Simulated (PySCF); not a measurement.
PySCF input (BP86/def2-SVP):

```python
from pyscf import gto, dft

mol = gto.M(
    atom='''
    C    -1.46902500   -0.48915200   -1.00461300
    Si   -0.00903100    0.00510700    0.06285600
    C     1.64148100   -0.30843800   -0.77051000
    N     0.01083400   -0.93896400    1.55182400
    N    -0.14924700    1.69443500    0.36314200
    H    -1.42284000   -1.54754800   -1.26856300
    H    -2.41556300   -0.31798100   -0.48691000
    H    -1.48058000    0.09310800   -1.92819700
    H     1.78414600   -1.36715700   -0.99406400
    H     2.46953000    0.01316400   -0.13567800
    H     1.69383400    0.25243800   -1.70616200
    H    -0.09499600   -1.94583100    1.39911400
    H    -1.05024300    2.07673900    0.60793700
    H     0.57729900    2.16882100    0.87851700
    ''',
    basis='def2-svp',
    charge=0,
    spin=1,
    verbose=4,
)

mf = dft.UKS(mol, xc='bp86')
mf.grids.level = 3
mf.conv_tol = 1e-9
mf.max_cycle = 100
mf.max_memory = 1500
mf.kernel()
if not mf.converged:
    mf = mf.newton()
    mf.kernel(mf.make_rdm1())
mo, _, stable, _ = mf.stability(return_status=True)
if not stable:
    mf.kernel(mf.make_rdm1(mo, mf.mo_occ))
    stable = mf.stability(return_status=True)[2]
mf.dip_moment()
```

Output:

```
PySCF version 2.14.0

[INPUT] verbose = 4
[INPUT] num. atoms = 14
[INPUT] num. electrons = 49
[INPUT] charge = 0
[INPUT] spin (= nelec alpha-beta = 2S) = 1
[INPUT] symmetry False subgroup None
[INPUT] Mole.unit = angstrom
[INPUT] Symbol           X                Y                Z      unit          X                Y                Z       unit  Magmom
[INPUT]  1 C     -1.469025000000  -0.489152000000  -1.004613000000 AA   -2.776054920139  -0.924363313283  -1.898443431178 Bohr   0.0
[INPUT]  2 Si    -0.009031000000   0.005107000000   0.062856000000 AA   -0.017066116631   0.009650831318   0.118780625286 Bohr   0.0
[INPUT]  3 C      1.641481000000  -0.308438000000  -0.770510000000 AA    3.101949528677  -0.582863346409  -1.456052876239 Bohr   0.0
[INPUT]  4 N      0.010834000000  -0.938964000000   1.551824000000 AA    0.020473292834  -1.774384800826   2.932522353527 Bohr   0.0
[INPUT]  5 N     -0.149247000000   1.694435000000   0.363142000000 AA   -0.282035954913   3.202018085877   0.686238924327 Bohr   0.0
[INPUT]  6 H     -1.422840000000  -1.547548000000  -1.268563000000 AA   -2.688777919076  -2.924441884618  -2.397236641757 Bohr   0.0
[INPUT]  7 H     -2.415563000000  -0.317981000000  -0.486910000000 AA   -4.564752506633  -0.600897002815  -0.920126547312 Bohr   0.0
[INPUT]  8 H     -1.480580000000   0.093108000000  -1.928197000000 AA   -2.797890705509   0.175948620006  -3.643764244208 Bohr   0.0
[INPUT]  9 H      1.784146000000  -1.367157000000  -0.994064000000 AA    3.371547306238  -2.583552299282  -1.878508710290 Bohr   0.0
[INPUT] 10 H      2.469530000000   0.013164000000  -0.135678000000 AA    4.666735356397   0.024876354704  -0.256394261129 Bohr   0.0
[INPUT] 11 H      1.693834000000   0.252438000000  -1.706162000000 AA    3.200882360477   0.477038683433  -3.224178904140 Bohr   0.0
[INPUT] 12 H     -0.094996000000  -1.945831000000   1.399114000000 AA   -0.179516422929  -3.677087674689   2.643942277045 Bohr   0.0
[INPUT] 13 H     -1.050243000000   2.076739000000   0.607937000000 AA   -1.984671634242   3.924467942203   1.148834430990 Bohr   0.0
[INPUT] 14 H      0.577299000000   2.168821000000   0.878517000000 AA    1.090937001985   4.098477703205   1.660156525775 Bohr   0.0

nuclear repulsion = 241.703265693025
number of shells = 59
number of NR pGTOs = 195
number of NR cGTOs = 119
basis = def2-svp
ecp = {}

******** <class 'pyscf.dft.uks.UKS'> ********
method = UKS
initial guess = minao
damping factor = 0
level_shift factor = 0
DIIS = <class 'pyscf.scf.diis.CDIIS'>
diis_start_cycle = 1
diis_space = 8
diis_damp = 0
SCF conv_tol = 1e-09
SCF conv_tol_grad = None
SCF max_cycles = 100
direct_scf = True
direct_scf_tol = 1e-13
number electrons alpha = 25  beta = 24
XC library pyscf.dft.libxc version 7.1.2
    S. Lehtola, C. Steigemann, M. J. T. Oliveira, and M. A. L. Marques,  SoftwareX 7, 1–5 (2018)
XC functionals = bp86
    A. D. Becke,  Phys. Rev. A 38, 3098 (1988)
    J. P. Perdew,  Phys. Rev. B 33, 8822 (1986)
    J. P. Perdew,  Phys. Rev. B 34, 7406–7406 (1986)
radial grids:
    Treutler-Ahlrichs [JCP 102, 346 (1995); DOI:10.1063/1.469408] (M4) radial grids

becke partition: Becke, JCP 88, 2547 (1988); DOI:10.1063/1.454033
pruning grids: <function nwchem_prune>
grids dens level: 3
symmetrized grids: False
atomic radii adjust function: <function treutler_atomic_radii_adjust>
small_rho_cutoff = 0
Set gradient conv threshold to 3.16228e-05
tot grids = 163496
init E= -480.448879719257
  alpha nocc = 25  HOMO = -0.279635283228085  LUMO = -0.0167050104881517
  beta  nocc = 24  HOMO = -0.31489931608452  LUMO = -0.279635283228085

WARN: HOMO -0.279635283228085 >= LUMO -0.279635283228085

cycle= 1 E= -480.271104376819  delta_E= 0.178  |g|= 0.527  |ddm|= 2.59
  alpha nocc = 25  HOMO = -0.0883155054886697  LUMO = 0.0621757181187075
  beta  nocc = 24  HOMO = -0.0897876664317701  LUMO = -0.0807789957249248
  HOMO = -0.0883155054887  LUMO = -0.0807789957249  gap/eV = 0.20508
cycle= 2 E= -479.9896331591  delta_E= 0.281  |g|= 0.885  |ddm|= 1.53
  alpha nocc = 25  HOMO = -0.172659717973367  LUMO = 0.0200745490320804
  beta  nocc = 24  HOMO = -0.158843545675219  LUMO = -0.111454982409242
  HOMO = -0.158843545675  LUMO = -0.111454982409  gap/eV = 1.28951
cycle= 3 E= -480.376878354578  delta_E= -0.387  |g|= 0.253  |ddm|= 1.17
  alpha nocc = 25  HOMO = -0.214211791588713  LUMO = 0.0261483715763511
  beta  nocc = 24  HOMO = -0.200035432566264  LUMO = -0.148902543576145
  HOMO = -0.200035432566  LUMO = -0.148902543576  gap/eV = 1.39140
cycle= 4 E= -480.409895236092  delta_E= -0.033  |g|= 0.0335  |ddm|= 0.29
  alpha nocc = 25  HOMO = -0.207509729350508  LUMO = 0.0279207579031282
  beta  nocc = 24  HOMO = -0.201694417244104  LUMO = -0.147097454931105
  HOMO = -0.201694417244  LUMO = -0.147097454931  gap/eV = 1.48566
cycle= 5 E= -480.410383815885  delta_E= -0.000489  |g|= 0.0249  |ddm|= 0.0881
  alpha nocc = 25  HOMO = -0.20921133886406  LUMO = 0.0281361431409213
  beta  nocc = 24  HOMO = -0.204551433299982  LUMO = -0.149285552469902
  HOMO = -0.2045514333  LUMO = -0.14928555247  gap/eV = 1.50386
cycle= 6 E= -480.410676852487  delta_E= -0.000293  |g|= 0.00844  |ddm|= 0.0369
  alpha nocc = 25  HOMO = -0.20906225944527  LUMO = 0.0279565651578535
  beta  nocc = 24  HOMO = -0.203370788602933  LUMO = -0.147467591145783
  HOMO = -0.203370788603  LUMO = -0.147467591146  gap/eV = 1.52120
cycle= 7 E= -480.410716914016  delta_E= -4.01e-05  |g|= 0.00166  |ddm|= 0.0114
  alpha nocc = 25  HOMO = -0.209144277284429  LUMO = 0.0278895362973572
  beta  nocc = 24  HOMO = -0.203563165778622  LUMO = -0.147546797093206
  HOMO = -0.203563165779  LUMO = -0.147546797093  gap/eV = 1.52428
cycle= 8 E= -480.410718611641  delta_E= -1.7e-06  |g|= 0.000471  |ddm|= 0.00279
  alpha nocc = 25  HOMO = -0.209028973208973  LUMO = 0.0279221548654163
  beta  nocc = 24  HOMO = -0.203502727469692  LUMO = -0.147454947973414
  HOMO = -0.20350272747  LUMO = -0.147454947973  gap/eV = 1.52514
cycle= 9 E= -480.410718744578  delta_E= -1.33e-07  |g|= 0.000191  |ddm|= 0.00089
  alpha nocc = 25  HOMO = -0.209027478435454  LUMO = 0.0279187848720657
  beta  nocc = 24  HOMO = -0.203525451490206  LUMO = -0.147475558613956
  HOMO = -0.20352545149  LUMO = -0.147475558614  gap/eV = 1.52520
cycle= 10 E= -480.410718783263  delta_E= -3.87e-08  |g|= 7.93e-05  |ddm|= 0.00034
  alpha nocc = 25  HOMO = -0.209023660168575  LUMO = 0.0279198294944165
  beta  nocc = 24  HOMO = -0.203521231903663  LUMO = -0.147473685050464
  HOMO = -0.203521231904  LUMO = -0.14747368505  gap/eV = 1.52513
cycle= 11 E= -480.410718786572  delta_E= -3.31e-09  |g|= 3.71e-05  |ddm|= 0.000121
  alpha nocc = 25  HOMO = -0.209022135541583  LUMO = 0.0279202443051392
  beta  nocc = 24  HOMO = -0.203518060908174  LUMO = -0.1474715868094
  HOMO = -0.203518060908  LUMO = -0.147471586809  gap/eV = 1.52510
cycle= 12 E= -480.410718787442  delta_E= -8.7e-10  |g|= 1.39e-05  |ddm|= 6.76e-05
  alpha nocc = 25  HOMO = -0.20902590770738  LUMO = 0.0279197693223789
  beta  nocc = 24  HOMO = -0.203517603183328  LUMO = -0.147471150785172
  HOMO = -0.203517603183  LUMO = -0.147471150785  gap/eV = 1.52510
Extra cycle  E= -480.410718787381  delta_E= 6.03e-11  |g|= 1.89e-05  |ddm|= 4.03e-05
converged SCF energy = -480.410718787381  <S^2> = 0.75235873  2S+1 = 2.0023573
uhf_internal: lowest eigs of H = [0.61119937 0.62403723 0.62932903]
<class 'pyscf.dft.uks.UKS'> wavefunction is stable in the internal stability analysis
Dipole moment(X, Y, Z, Debye): -0.27891, -0.01140, -0.90925
```

The geometry given is a B3LYP-D3(BJ)/def2-TZVP minimum.
